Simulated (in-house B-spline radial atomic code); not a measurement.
Radial electron density of C+, [He] 2s2 2p1. Computed with a radial B-spline atomic code at the basis-set limit: non-relativistic LDA exchange-only, spin-polarised, spherical fractional occupations, point nucleus.

Columns: r (bohr), 4πr²n(r) (electrons per bohr), bar.

```
 0.00998   0.1407 #
  0.0117   0.1894 #
  0.0137   0.2536 ##
   0.016   0.3365 ##
  0.0187    0.445 ###
  0.0218   0.5827 ####
  0.0255   0.7628 #####
  0.0299    0.995 #######
  0.0349    1.277 #########
  0.0409    1.633 ############
  0.0478    2.054 ###############
  0.0559    2.552 ##################
  0.0654    3.121 ######################
  0.0765    3.745 ###########################
  0.0895    4.397 ###############################
   0.105    5.044 ####################################
   0.122     5.58 ########################################
   0.143    6.003 ###########################################
   0.167    6.199 ############################################
   0.196    6.115 ###########################################
   0.229    5.726 #########################################
   0.268    5.048 ####################################
   0.313    4.177 ##############################
   0.366    3.232 #######################
   0.429    2.366 #################
   0.501    1.753 ############
   0.586    1.446 ##########
   0.686    1.442 ##########
   0.802     1.64 ############
   0.938    1.892 #############
     1.1    2.048 ###############
    1.28    2.009 ##############
     1.5    1.757 ############
    1.76    1.351 ##########
    2.05    0.922 #######
     2.4   0.5366 ####
    2.81   0.2645 ##
    3.28   0.1105 #
    3.84  0.03707 
    4.49     0.01 
    5.26 0.002057
```

On this grid the curve has 2 maxima, near 0.167, 1.1 bohr.

The 2p up radial function P(r) = rR(r), positive near the nucleus:

| r (bohr) | P |
| --- | --- |
| 0.0117 | 0.0009757 |
| 0.016 | 0.001802 |
| 0.0218 | 0.003288 |
| 0.0299 | 0.006039 |
| 0.0409 | 0.01094 |
| 0.0559 | 0.01957 |
| 0.0765 | 0.03458 |
| 0.105 | 0.06017 |
| 0.143 | 0.1007 |
| 0.196 | 0.1648 |
| 0.268 | 0.2574 |
| 0.366 | 0.3806 |
| 0.501 | 0.5277 |
| 0.686 | 0.6724 |
| 0.938 | 0.7692 |
| 1.28 | 0.7676 |
| 1.76 | 0.6413 |
| 2.4 | 0.432 |
| 3.28 | 0.2179 |
| 4.49 | 0.07462 |
